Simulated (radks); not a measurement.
Question: The mean radii <r> (bohr) of the occupied orbitals of an atom or ion are listed with their occupations. Method: scalar-relativistic Kohn-Sham, SCAN, spin-polarised, spherical densities, finite nucleus; meta-GGA in the generalised Kohn-Sham scheme; Fermi nuclear charge, rms radius of each element as measured or else 0.836 A^(1/3) + 0.57 fm; computed with a radial shooting solver on a logarithmic mesh with Libxc functionals.

orbital  occ.      <r>
1s down     1  0.05214
1s up       1  0.05214
2s down     1   0.2348
2s up       1   0.2348
2p down     3   0.2063
2p up       3   0.2063
3s down     1   0.7120
3s up       1   0.7120
3p down     3   0.7501
3p up       3   0.7501
3d down     5    1.008
3d up       5    1.008
7f up       1    64.78

Name the element and its charge. Open shells, if any, are filled with parallel spins first.

Answer: Z = 29, copper, charge 0: Cu in [Ar] 3d10 7f1. The 1s radius gives Z: for a bare nucleus <r> = (2 gamma + 1)/(2Z) with gamma = sqrt(1 - (Z/c)^2), 0.05094 bohr for Z = 29, and screening makes it slightly larger (0.05214 here). The occupations add up to 29, and the charge is Z minus that.
